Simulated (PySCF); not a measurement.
C2H8O3Sn, SMILES C[CH2][Sn]([OH])([OH])[OH] (connectivity only; charge and spin as stated), charge +1, multiplicity 2.

The structure is a stationary point at PBE-D3(BJ)/def2-SVP. The def2 effective core potentials stand for the cores of Sn; spin–orbit coupling is left out. The values are those of a single conformer.

Two levels are set side by side: PBE/def2-TZVP (PySCF) and CAM-B3LYP/def2-TZVP (PySCF). Same geometry, gas phase. Differences are taken from unrounded values.

```csv
quantity,CAM-B3LYP
α-spin orbital gap (eV),8.63
β-spin orbital gap (eV),5.76
mean polarisability (bohr³),79.3
```

**Question.** What does PBE give, and how far is it from CAM-B3LYP? (Estimate from the structure and the level; the computed values follow.)

**Answer.** 
```json
[
 {"quantity": "α-spin orbital gap (eV)", "PBE": "3.90", "PBE minus CAM-B3LYP": "-4.73"},
 {"quantity": "β-spin orbital gap (eV)", "PBE": "1.13", "PBE minus CAM-B3LYP": "-4.63"},
 {"quantity": "mean polarisability (bohr³)", "PBE": "90.2", "PBE minus CAM-B3LYP": "10.9"}
]
```

PBE's more diffuse valence density responds more strongly to a field. Differences between two approximate levels are no errors against the true value.

Rough cost on one machine, each run with all the roots and properties that it gave: CAM-B3LYP against PBE within a factor of 2.
